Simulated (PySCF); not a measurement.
Species: C4H3F3N (charge -1).
Atom-mapped SMILES: `[N:1]#[C:2][CH-:3][CH2:4][C:5]([F:6])([F:7])[F:8]` (hydrogens: H9 on C3; H10, H11 on C4)

Geometry (GFN2-xTB, Å), atoms numbered from 1 in this order:
```xyz
11
C4H3F3N angstrom
N     -2.6732    1.6413   -0.5773
C     -1.9544    0.7834   -0.2305
C     -1.2059   -0.3015    0.0942
C      0.1449   -0.4961   -0.5063
C      1.2930    0.0455    0.3464
F      1.3786   -0.5357    1.5623
F      1.2601    1.3677    0.5691
F      2.5330   -0.1779   -0.2141
H     -1.3828   -0.7807    1.0520
H      0.2164    0.0168   -1.4697
H      0.3959   -1.5602   -0.6521
```

Computed geometry: GFN2-xTB, gas phase.

Masses are those of the commonest isotopes; rigid-rotor values at the optimised geometry. The values belong to one conformer with, in the numbering `[N:1]#[C:2][CH-:3][CH2:4][C:5]([F:6])([F:7])[F:8]`, C2–C3–C4–C5 94°.

(1) Give the principal moments of inertia and the rotational constants in MHz.

(2) Classify the top.

(3) What does the inertial defect say?

(4) List the rotational levels J(Ka,Kc) to J = 5 (cm⁻¹).

(5) Estimate the classical rotational partition function at 10 K, 50 K and 100 K.

Answers

(1) Ia = 113.98, Ib = 442.71, Ic = 460.02 u·Å²; 505379 MHz·u·Å²/I gives A = 4434, B = 1142, C = 1099 MHz.

(2) A near-prolate asymmetric top; Ray's κ = -0.974.

(3) Not planar: Δ = Ic − Ia − Ib = -96.67 u·Å². For a rigid frame Δ = −2 Σ m c², so Σ m c² = 48.33 u·Å² lies off the ab plane: 4.95 from hydrogen and 43.39 from heavier atoms. The atom farthest from that plane is 1.65 Å away.

(4) Above 0(0,0):
J = 1: 1(0,1) 0.0747, 1(1,1) 0.1845, 1(1,0) 0.1860
J = 2: 2(0,2) 0.2242, 2(1,2) 0.3326, 2(1,1) 0.3369, 2(2,1) 0.6663, 2(2,0) 0.6663
J = 3: 3(0,3) 0.4483, 3(1,3) 0.5546, 3(1,2) 0.5632, 3(2,2) 0.8905, 3(2,1) 0.8906, 3(3,1) 1.4432, 3(3,0) 1.4432
J = 4: 4(0,4) 0.7470, 4(1,4) 0.8506, 4(1,3) 0.8649, 4(2,3) 1.1894, 4(2,2) 1.1896, 4(3,2) 1.7421, 4(3,1) 1.7421, 4(4,1) 2.5159, 4(4,0) 2.5159
J = 5: 5(0,5) 1.1204, 5(1,5) 1.2206, 5(1,4) 1.2420, 5(2,4) 1.5630, 5(2,3) 1.5635, 5(3,3) 2.1158, 5(3,2) 2.1158, 5(4,2) 2.8895, 5(4,1) 2.8895, 5(5,1) 3.8843, 5(5,0) 3.8843
Those of J = 1 are B + C, A + C and A + B.

(5) Point group C1, symmetry number σ = 1; q = (√π/σ)·√((kT/h)³/(ABC)), k/h = 20836.6 MHz/K: 2260 at 10 K, 25300 at 50 K, 71500 at 100 K.

GFN2-xTB frequencies: not computed here. Constants of a rigid frame at the computed geometry: no zero-point averaging, no centrifugal distortion.
